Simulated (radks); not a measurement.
Task: The oxygen ion O2+, 6 electrons, occupied as [He] 2s2 2p2. All-electron calculation, scalar-relativistic Kohn-Sham, MS2 meta-GGA, spin-polarised, spherical densities, finite nucleus; open shells are filled with parallel spins first; meta-GGA in the generalised Kohn-Sham scheme; Fermi nuclear charge, rms radius 2.6991 fm. Program: a radial shooting solver on a logarithmic mesh with Libxc functionals. Some entries of the table are withheld. Estimate them.

| orbital | occ. | eigenvalue (eV) | r(max) (bohr) | <r> (bohr) |
|---|---|---|---|---|
| 1s up | 1 | (1) | 0.1292 | (2) |
| 1s down | 1 | (3) | 0.1290 | (4) |
| 2s up | 1 | -61.9472 | (5) | 1.014 |
| 2s down | 1 | -56.0090 | (6) | 1.043 |
| 2p up | 2 | -45.3602 | 0.7446 | 0.9891 |
| 2p down | 0 | -40.1060 | 0.7719 | 1.037 |

Result: 
(1) 1s up eigenvalue (eV): -562.1239
(2) 1s up <r> (bohr): 0.1991
(3) 1s down eigenvalue (eV): -560.1454
(4) 1s down <r> (bohr): 0.1984
(5) 2s up r(max) (bohr): 0.8268
(6) 2s down r(max) (bohr): 0.8413
